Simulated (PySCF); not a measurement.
**Cd⁴³⁺: ionisation energy**

Cd⁴³⁺ [He] 2s2 2p1 [2p1/2^1, M_J = 1/2] → Cd⁴⁴⁺ [He] 2s2, as a difference of total energies. Calculation: PySCF 2.14, in an even-tempered Gaussian basis (17 s from 22 bohr⁻², ratio 2.4; 12 p from 29 bohr⁻², ratio 2.4; 5 d from 94 bohr⁻², ratio 2.6; 4 f from 140 bohr⁻², ratio 2.6); the two-component X2C-1e Hamiltonian. Correlated levels: nothing frozen; the 32 highest virtual spinors dropped. "Screened" scales the spin-orbit matrix elements by Boettger's factors to mimic the two-electron term; Breit and QED terms are absent.

```csv
method,ionisation energy (eV)
GHF (spin-free),6970.9
GMP2 (spin-free),6970.1
GHF (screened spin-orbit),7121.2
GMP2 (screened spin-orbit),7119.6
```

For this ion Breit and QED terms and the two-electron picture change, all absent here, outweigh the correlation shift from GHF to GMP2.

The spin-free rows lack the spin-orbit shift.

For comparison: 7109 ± 5 eV (semi-empirical (NIST evaluation); NIST Atomic Spectra Database, ionization energies).
